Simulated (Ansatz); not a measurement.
# Ligand exchange: AuCl + C2H10OSi2 → AuOH + C2H9ClSi2

Species: AuCl (gold monochloride), singlet; C2H10OSi2 `C[SiH2]C[SiH2]O`, singlet; AuOH `[OH][Au]`, singlet; C2H9ClSi2 `C[SiH2]C[SiH2]Cl`, singlet. The partners trade Cl for OH: Au–Cl and Si–OH bonds give way to Au–OH and Si–Cl.

Shapes, held fixed at every level: PBE0-D4/def2-TZVP. Flexible molecules stand in one conformer, not always the lowest. Programs: Ansatz 0.2.0. Electronic energies: no zero-point or thermal term.

Task: Estimate ΔE of this reaction.

Result: The highest level, CCSD(T)/def2-TZVPP, gives ΔE = +117.2 kJ/mol; the levels span +108.2 to +162.3. The column of differences is taken from that level and isn't an error. No measured value is set beside it here. T1 is large for AuCl (0.025), AuOH (0.030), so single-reference values are less sure there. For atoms past krypton def2 sets carry core potentials with scalar relativity. Outer-core shells of Au are correlated in most correlated rows, in sets that cover them unevenly.

```json
{"level": "HF/def2-TZVPP", "kind": "Hartree–Fock", "ΔE (kJ/mol)": "+162.3", "less CCSD(T)/def2-TZVPP": "+45.1"}
{"level": "r2SCAN-D4/def2-TZVPP", "kind": "meta-GGA", "ΔE (kJ/mol)": "+108.2", "less CCSD(T)/def2-TZVPP": "-9.0"}
{"level": "B3LYP-D4/def2-TZVPP", "kind": "global hybrid", "ΔE (kJ/mol)": "+115.9", "less CCSD(T)/def2-TZVPP": "-1.3"}
{"level": "wB97M-V/def2-TZVPP", "kind": "range-separated hybrid", "ΔE (kJ/mol)": "+124.8", "less CCSD(T)/def2-TZVPP": "+7.6"}
{"level": "wB97X-V/def2-TZVPP", "kind": "range-separated hybrid", "ΔE (kJ/mol)": "+121.7", "less CCSD(T)/def2-TZVPP": "+4.5"}
{"level": "CCSD/def2-TZVPP", "kind": "coupled cluster or CI", "ΔE (kJ/mol)": "+124.6", "less CCSD(T)/def2-TZVPP": "+7.4"}
{"level": "CCSD(T)/def2-TZVPP", "kind": "coupled cluster or CI", "ΔE (kJ/mol)": "+117.2", "less CCSD(T)/def2-TZVPP": "0.0"}
```
